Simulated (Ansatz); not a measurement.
F3H2NSn, SMILES `[NH2][Sn]([F])([F])[F]`. Total charge 0; spin multiplicity 1. Sn takes the def2 core potential.

Z-matrix (Å, degrees):
```
Sn
F 1 1.889
F 1 1.897 2 104.9
N 1 1.981 2 110.4 3 127.8
F 1 1.889 2 108.1 3 -111.3
H 4 1.013 1 112.7 2 179.0
H 4 1.013 1 112.6 2 -57.6
```

Q: What are the harmonic wavenumbers in cm⁻¹ at PBE0-D4/def2-TZVP (Ansatz, finite differences of forces, unscaled)? (Best estimate.)

A: The calculation gave: 27i, 133, 160, 179, 183, 195, 548, 648, 657, 668, 686, 898, 1563, 3541, 3640.
